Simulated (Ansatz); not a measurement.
Cost and result for the atomization energy of BrFH4O2Si2, SMILES `O[Si](F)(Br)O[SiH3]` (10 atoms, 9 bonds).

Cartesian coordinates in Å:
```
O -2.334 0.782 0.569
Si -0.796 1.014 0.137
F -0.134 2.138 1.033
Br -0.794 1.727 -1.931
O 0.078 -0.323 0.301
Si 1.349 -1.210 -0.257
H -2.516 0.302 1.379
H 1.440 -2.422 0.590
H 1.108 -1.589 -1.670
H 2.599 -0.418 -0.152
```

Charge 0, multiplicity 1. Correlated methods include outer-core shells of Br, which these sets cover unevenly. Scalar relativity is left out up to krypton. The structure was optimised at the PBE0-D4/def2-TZVP level. It is one conformer, not always the lowest. Program: Ansatz. All runs use 2 threads of an AMD EPYC 7R13 on a shared host and a share of an NVIDIA H100 80 GB. Times are those of one run each, without the atoms' runs, and a repeat can differ threefold. Electronic energies, without spin–orbit coupling; frozen cores. CCSD(T)/CBS adds CCSD(T) − MP2 in def2-TZVPP to the MP2 limit, and its time is that of the two runs behind it. T1 = 0.010. With those shells the extrapolation isn't a true limit. B3LYP takes the VWN-RPA correlation (the form of Gaussian; ORCA's B3LYP/G).

CCSD(T)/CBS is a level of theory with its own doubt, some kJ/mol a heavy atom from the limit and from the frozen cores, so smaller differences don't rank the functionals.

| level | functions | wall time |
| --- | --- | --- |
| r2SCAN-D4/def2-TZVPP (with forces) | 281 | 3.6 s |
| PBE-D4/def2-TZVPP (with forces) | 281 | 4.5 s |
| B3LYP-D4/def2-TZVPP (with forces) | 281 | 6.5 s |
| PBE0-D4/def2-TZVPP | 281 | 7.5 s |
| ωB97M-V/def2-TZVPP (with forces) | 281 | 8.5 s |
| ωB97X-V/def2-TZVPP | 281 | 11 s |
| B2PLYP/def2-TZVPP | 281 | 11 s |
| MP2/def2-QZVPP | 520 | 11 s |
| CCSD(T)/def2-TZVPP | 281 | 14 s |
| CCSD(T)/CBS(def2) | – | 25 s |

(1) What atomization energy does each give, and how far from CCSD(T)/CBS? (Best estimate.)

Answers

(1) The calculation gave: 
| level | atomization (kJ/mol) | difference from CCSD(T)/CBS | per bond |
| --- | --- | --- | --- |
| r2SCAN-D4/def2-TZVPP (with forces) | 3804.8 | -27.6 | -3.1 |
| PBE-D4/def2-TZVPP (with forces) | 3799.4 | -33.0 | -3.7 |
| B3LYP-D4/def2-TZVPP (with forces) | 3763.3 | -69.1 | -7.7 |
| PBE0-D4/def2-TZVPP | 3735.0 | -97.4 | -10.8 |
| ωB97M-V/def2-TZVPP (with forces) | 3802.5 | -29.9 | -3.3 |
| ωB97X-V/def2-TZVPP | 3809.9 | -22.5 | -2.5 |
| B2PLYP/def2-TZVPP | 3744.9 | -87.5 | -9.7 |
| MP2/def2-QZVPP | 3896.5 | 64.1 | 7.1 |
| CCSD(T)/def2-TZVPP | 3702.7 | -129.7 | -14.4 |
| CCSD(T)/CBS(def2) | 3832.4 | 0.0 | 0.0 |

The D4 term adds +47.1 kJ/mol with B3LYP and +24.8 kJ/mol with PBE0; it sums over pairs of atoms, weighted by their polarisabilities, and B3LYP, whose exchange is more repulsive, gets the larger term. In def2-TZVPP, CCSD(T) changes the Hartree–Fock value by +908.9 kJ/mol (the triples alone add +54.9 kJ/mol) and MP2 by +1023.6 kJ/mol; breaking electron pairs costs correlation energy, which Hartree–Fock lacks. From PBE to PBE0 (25 % exact exchange), in def2-TZVPP and without D4, the atomization energy moves by −60.3 kJ/mol: exact exchange takes away binding that semilocal exchange gives to molecules.
